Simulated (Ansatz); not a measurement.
Stepwise reaction of `[SiH3]S` with hydrogen chloride, as a gas-phase model of exchange steps in deposition or etching. ΔE in kJ/mol; ΔG adds harmonic PBE0-D4 terms to CCSD(T)/CBS, at 1 bar.

Calculated with Ansatz (gas phase, PBE0-D4/def2-TZVP geometries, no zero-point term in ΔE). CCSD(T)/CBS is the MP2 limit (def2-TZVPP, def2-QZVPP) plus CCSD(T) − MP2 in def2-TZVPP, frozen cores. This one scheme is used for every species. DFT in def2-TZVPP. B3LYP here is the variant with VWN-RPA as its local correlation; programs differ in this. One conformer a species, not always the lowest.

```csv
step,reaction,PBE-D4,B3LYP-D4,ωB97M-V,CCSD(T)/CBS,ΔG(500 K)
2,`S[SiH2]Cl` + HCl → `S[SiH](Cl)Cl` + H₂,-78.7,-76.8,-78.4,-77.4,-71.2
3,`S[SiH](Cl)Cl` + HCl → `S[Si](Cl)(Cl)Cl` + H₂,-76.5,-74.2,-75.5,-73.1,-66.0
```

Task: Give the row of step 1, `[SiH3]S` + HCl → `S[SiH2]Cl` + H₂. (Best estimate.)

Result: Computed: 
| step | reaction | PBE-D4 | B3LYP-D4 | ωB97M-V | CCSD(T)/CBS | ΔG(500 K) |
| --- | --- | --- | --- | --- | --- | --- |
| 1 | `[SiH3]S` + HCl → `S[SiH2]Cl` + H₂ | -81.2 | -79.5 | -80.9 | -80.4 | -72.8 |

Task: By hand: ΔE of the 3 steps together at CCSD(T)/CBS.

Result: (-80.4) + (-77.4) + (-73.1) = -230.9 kJ/mol, or -77.0 kJ/mol a step.

In ΔE each step is higher than the one before. All are downhill at CCSD(T)/CBS. ΔG lies between -72.8 and -66.0 kJ/mol a step. PBE-D4 differs from CCSD(T)/CBS by -3.4 to -0.8 kJ/mol a step. Isolated molecules leave out the surface, adducts and barriers. Largest T1 diagnostic: 0.011.
